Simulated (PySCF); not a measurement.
Output of ΔSCF core-hole calculations on `C[Si](C)(C)P`.

The calculation used delta-SCF UKS SCAN, pcX-2 on the ionised atom, pcseg-1 elsewhere, spin-free X2C (PySCF 2.14.0). Atoms in this output count from 0. The cycles run on a coarse integration grid; for E(ground) and E(ion) the exchange–correlation energy is redone on a finer one, so they differ from the last cycle, and only they enter the binding energy.

Coordinates (Å, PBE0-D3(BJ)/def2-SVP):
```
C     -0.576041    -1.216098     1.131595
Si     0.007599     0.071152    -0.111294
C     -0.237282     1.800184     0.590403
C      1.819704    -0.214147    -0.530437
P     -1.160131    -0.033377    -2.063187
H     -1.638362    -1.072331     1.382999
H      0.007344    -1.146949     2.064840
H     -0.457337    -2.235750     0.732929
H     -1.296386     1.988015     0.827536
H      0.092985     2.570654    -0.123235
H      0.341831     1.924110     1.520141
H      2.441768    -0.126967     0.375390
H      1.978965    -1.218202    -0.953951
H      2.180397     0.524838    -1.262628
H     -2.433455    -0.109377    -1.415075
H     -1.037451    -1.454236    -2.178019
```

```
ground state, core basis on atom 4 (P), 175 functions
  cycle   1  E = -753.18167039  |g| = 3.40e-01
  cycle   2  E = -753.18145624  |g| = 4.60e-02
  cycle   3  E = -753.18093946  |g| = 6.24e-02
  cycle   4  E = -753.18219614  |g| = 4.85e-03
  cycle   5  E = -753.18220062  |g| = 2.30e-03
  cycle   6  E = -753.18220224  |g| = 1.34e-04
  E(ground) = -753.21158603 Eh
hole in P 2p of atom 4
  cycle   1  E = -747.77795380  |g| = 1.38e+00
  cycle   2  E = -747.61465075  |g| = 1.21e+00
  cycle   3  E = -748.11324079  |g| = 2.99e-01
  cycle   4  E = -748.16576063  |g| = 1.15e-01
  ...
  cycle   8  E = -748.17329850  |g| = 9.79e-04
  cycle   9  E = -748.17329694  |g| = 7.03e-04
  cycle  10  E = -748.17329811  |g| = 2.30e-04
  E(ion) = -748.21216496 Eh   <S^2> = 0.7534   hole on atom = 1.002
```

Problem. What energy does this spin-free P 2p hole on atom 4 cost, and which doublet follows from it?

Solution. (-748.212165 − (-753.211586)) Eh × 27.2114 eV/Eh = 136.04 eV. With the spin–orbit matrix of the shell the program then gives 2p3/2 = 135.81 eV and 2p1/2 = 136.70 eV; their weighted mean, 136.11 eV, differs from that hole by +0.07 eV, as the three ground-state 2p orbitals of the atom aren't degenerate.

```
ground state, core basis on atom 1 (Si), 175 functions
  cycle   1  E = -753.16711822  |g| = 2.87e-01
  cycle   2  E = -753.16710981  |g| = 3.94e-02
  cycle   3  E = -753.16696067  |g| = 3.82e-02
  cycle   4  E = -753.16730033  |g| = 8.23e-03
  cycle   5  E = -753.16732029  |g| = 6.81e-04
  cycle   6  E = -753.16732053  |g| = 1.31e-04
  E(ground) = -753.18465113 Eh
hole in Si 2p of atom 1
  cycle   1  E = -748.91020170  |g| = 1.25e+00
  cycle   2  E = -748.52486514  |g| = 1.32e+00
  cycle   3  E = -749.16846950  |g| = 3.45e-01
  cycle   4  E = -749.24579053  |g| = 9.34e-02
  cycle   5  E = -749.25123867  |g| = 3.37e-02
  cycle   6  E = -749.25199405  |g| = 8.99e-03
  cycle   7  E = -749.25203888  |g| = 3.06e-03
  cycle   8  E = -749.25204425  |g| = 7.32e-04
  cycle   9  E = -749.25204434  |g| = 4.53e-04
  E(ion) = -749.28082457 Eh   <S^2> = 0.7532   hole on atom = 1.003
```

Problem. What energy does this spin-free Si 2p hole on atom 1 cost, and which doublet follows from it?

Solution. (-749.280825 − (-753.184651)) Eh × 27.2114 eV/Eh = 106.23 eV. With the spin–orbit matrix of the shell the program then gives 2p3/2 = 106.00 eV and 2p1/2 = 106.62 eV; their weighted mean, 106.21 eV, differs from that hole by -0.02 eV, as the three ground-state 2p orbitals of the atom aren't degenerate.

```
ground state, core basis on atom 0 (C), 164 functions
  cycle   1  E = -752.95425754  |g| = 6.48e-01
  cycle   2  E = -752.88016384  |g| = 8.13e-01
  cycle   3  E = -753.06770415  |g| = 5.53e-02
  cycle   4  E = -753.06849533  |g| = 2.96e-02
  cycle   5  E = -753.06880305  |g| = 5.45e-03
  cycle   6  E = -753.06881299  |g| = 2.83e-03
  cycle   7  E = -753.06881582  |g| = 7.33e-04
  cycle   8  E = -753.06881562  |g| = 1.37e-04
  E(ground) = -753.12802395 Eh
hole in C 1s of atom 0
  cycle   1  E = -741.84044721  |g| = 1.51e+00
  cycle   2  E = -741.16654067  |g| = 1.78e+00
  cycle   3  E = -742.35162998  |g| = 3.48e-01
  cycle   4  E = -742.39404410  |g| = 1.64e-01
  ...
  cycle   8  E = -742.41374292  |g| = 1.09e-03
  cycle   9  E = -742.41374413  |g| = 5.30e-04
  cycle  10  E = -742.41374419  |g| = 2.27e-04
  E(ion) = -742.47165596 Eh   <S^2> = 0.7673   hole on atom = 1.000
```

Problem. What is the C 1s binding energy of atom 0?

Solution. (-742.471656 − (-753.128024)) Eh × 27.2114 eV/Eh = 289.98 eV, for the Si-methyl carbon.

The ground state is recomputed for each atom, because the flexible core basis sits on the ionised atom alone; energies of different blocks can't be mixed. Geometry: PBE0-D3(BJ)/def2-SVP; no solvent, vibrations or thermal averaging.

Conformer computed: `[CH3:1][Si:2]([CH3:3])([CH3:4])[PH2:5]`: H–P5–Si2–C1 46°, H–P5–Si2–C1 -47°.
Labels such as C1 count atoms from 1, the log's own numbers from 0.
